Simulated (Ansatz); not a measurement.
C3H5AlO, SMILES `O=C/C=[CH]/[AlH2]`. The species carries charge 0 and has multiplicity 1.

```
atom   x (Å)   y (Å)   z (Å)
  O1   0.696   2.450  -0.977
  C2   1.220   1.666  -0.229
  C3   0.628   0.361   0.162
  C4  -0.560  -0.059  -0.293
 Al5  -1.283  -1.781   0.257
  H6   2.210   1.893   0.219
  H7   1.225  -0.239   0.848
  H8  -1.058   0.634  -0.974
  H9  -2.686  -2.294  -0.269
 H10  -0.392  -2.632   1.256
```

Task: What are the harmonic wavenumbers in cm⁻¹ at PBE0-D4/def2-TZVP (Ansatz, finite differences of forces, unscaled)? (Estimate.)

Result: Ansatz gave: 108, 120, 134, 197, 246, 505, 596, 638, 753, 777, 805, 954, 1044, 1061, 1199, 1330, 1421, 1636, 1811, 1926, 1941, 2920, 3126, 3141.

Task: Is this a minimum?

Result: Yes, all 24 modes are real.

Task: Give the ideal-gas thermochemistry at 298.15 K and 1 bar (rigid rotor, harmonic oscillator; point group Cs, symmetry number 1).

Result: Zero-point energy 169.8 kJ/mol; H(298) − E = 190.4 kJ/mol; entropy 340.3 J/(mol·K), of which translation 164.1, rotation 110.3, vibration 65.8; G(298) − E = 89.0 kJ/mol.

Task: And at 400, 500, 600, 800 and 1000 K?

Result: 
```tsv
T (K)	H − E (kJ/mol)	S (J/mol/K)	G − E (kJ/mol)
400	201.8	372.9	52.6
500	214.7	401.6	13.9
600	229.1	427.9	-27.6
800	261.4	474.2	-118.0
1000	297.1	514.0	-216.9
```
